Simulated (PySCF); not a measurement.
## SmO(OH) at several levels of theory

Computed with PySCF 2.14.0 (density fitting, no spin-orbit coupling) at the geometry relaxed with PBE0:

```xyz
4
SmO(OH) (singlet in the valence; each metal's 4f electrons, 5 of them, lie in its core potential, out of spins and levels)
Sm   -0.0050   -0.0468   -0.4449
O     1.2512    0.0353    0.9280
O    -1.9583    0.0208    0.3407
H    -2.3977    0.0793    1.1930
```

```csv
level,basis,state,HOMO (eV),gap (eV),charge on Sm1 (e),population of f-type functions on Sm1 (polarisation alone where 4f lies in the core),dipole about the centre of mass (D),largest force component (eV/Å)
PBE0,"Sm lcecp-1-SVP with ECP51, O def2-SVP, H def2-SVP",singlet,-6.26,4.39,0.80,0.10,6.07,0.02
PBE0,"Sm lcecp-1-TZVP with ECP51, O def2-TZVP, H def2-TZVP",singlet,-6.27,4.39,1.23,0.10,6.34,0.28
```

In the lcecp rows the 4f levels are missing from HOMO and gap, and the state counts the valence alone.

Charges are Mulliken's, which hang on the basis. The relaxation used the grid (50, 194), these runs (75, 302) or, all-electron (x2c bases, spin-free X2C Hamiltonian), (99, 590).

**Question.** A further run in the first row's basis gives HOMO (eV) -8.50, gap (eV) 8.33, charge on Sm1 (e) 0.81, population of f-type functions on Sm1 (polarisation alone where 4f lies in the core) 0.11, dipole about the centre of mass (D) 6.49, largest force component (eV/Å) 0.31. Which level was it?
A. PBE
B. wB97X

**Answer.** B. The others give HOMO -4.89 eV (PBE).

In the first row's basis the gap widens with exact exchange: 2.4 eV for PBE (none); 4.4 eV for PBE0 (a fixed share); 8.3 eV for wB97X (rising or full at long range).

An lcecp potential fixes the number of 4f electrons, so in runs with it no electron can move into or out of that shell.
